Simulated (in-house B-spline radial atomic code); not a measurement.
Configurations of Mg VIII (Mg7+), with energies counted from [He] 2s2 2p1. Computed with a radial B-spline atomic code at the basis-set limit: non-relativistic RPBE, spin-polarised, spherical fractional occupations, point nucleus. Shells without spins written out take the highest spin.

```json
{"configuration": "[He] 2s2 3s1", "E - E(ref) (eV)": "149.62", "highest orbital": "3s up", "its <r> (bohr)": "1.425"}
{"configuration": "[He] 2s1 2p1 3s1", "E - E(ref) (eV)": "165.58", "highest orbital": "3s up", "its <r> (bohr)": "1.422"}
{"configuration": "[He] 2s(0 up, 1 down) 2p(0 up, 1 down) 3s(1 up, 0 down)", "E - E(ref) (eV)": "166.88", "highest orbital": "3s up", "its <r> (bohr)": "1.436"}
{"configuration": "[He] 2s1 2p1 3p1", "E - E(ref) (eV)": "172.87", "highest orbital": "3p up", "its <r> (bohr)": "1.394"}
{"configuration": "[He] 2s(1 up, 0 down) 2p(1 up, 0 down) 3d(1 up, 0 down)", "E - E(ref) (eV)": "179.68", "highest orbital": "3d up", "its <r> (bohr)": "1.222"}
```

(1) Order these further configurations by energy, lowest first.
A. [He] 2s2 3p1
B. [He] 2s(0 up, 1 down) 2p(0 up, 1 down) 3p(1 up, 0 down)
C. [He] 2s2 3d1
D. [He] 2s1 2p2
E. [He] 2s(0 up, 1 down) 2p(2 up, 0 down)

Results:

(1) D (14.824 eV), E (25.673 eV), A (156.87 eV), C (164.08 eV), B (174.11 eV).
